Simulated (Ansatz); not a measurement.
(BeS)6 ring (Be₆S₆), relaxed as a singlet with RKS B3LYP-D4/def2-SVP in Ansatz, starting from the GFN2-xTB geometry. Force threshold 0.02 eV/Å.

Start:

Cartesian coordinates in Å:
```
Be 1.795 -1.431 -2.393
S 2.732 0.177 -2.513
Be 2.427 1.708 -1.494
S 1.983 3.142 -0.388
Be 0.635 3.131 0.900
S -0.752 2.948 2.133
Be -1.790 1.423 2.403
S -2.724 -0.185 2.539
Be -2.430 -1.703 1.497
S -1.989 -3.124 0.373
Be -0.638 -3.128 -0.913
S 0.752 -2.957 -2.144
```

```tsv
step	energy (eV)	largest force component (eV/Å)	SCF passes
1	-67415.2908	1.094	13
2	-67415.9158	0.691	16
3	-67416.2707	0.328	20
4	-67416.3148	0.062	18
5	-67416.3611	0.189	18
6	-67416.4355	0.262	16
7	-67416.5412	0.188	21
8	-67416.6497	0.209	21
9	-67416.7344	0.191	17
10	-67416.7854	0.057	17
11	-67416.7974	0.011	18
12	-67416.7989	0.016	17
```

Force components are those of the run's own axes.

End:

| atom | x (Å) | y (Å) | z (Å) |
| --- | --- | --- | --- |
| Be1 | 1.4850 | -1.1840 | -1.9758 |
| S2 | 1.6338 | 0.4922 | -2.8548 |
| Be3 | 2.0050 | 1.4052 | -1.2320 |
| S4 | 2.3586 | 2.3083 | 0.4002 |
| Be5 | 0.5122 | 2.5869 | 0.7418 |
| S6 | -1.3381 | 2.8373 | 1.0846 |
| Be7 | -1.4735 | 1.1723 | 1.9859 |
| S8 | -1.5962 | -0.5083 | 2.8593 |
| Be9 | -1.9975 | -1.4031 | 1.2343 |
| S10 | -2.3743 | -2.2782 | -0.4073 |
| Be11 | -0.5322 | -2.5778 | -0.7534 |
| S12 | 1.3172 | -2.8509 | -1.0829 |

By distances, no bond broke or formed. The bond that changes most is S2–Be3, from 1.86 to 1.90 Å (atoms count from 1).

The force fell under the threshold at step 11, but the optimiser went on. No frequencies were taken in this run, so the end may be a saddle point.

Run time 43 s (4 threads of Arm Neoverse V2 on a shared host).
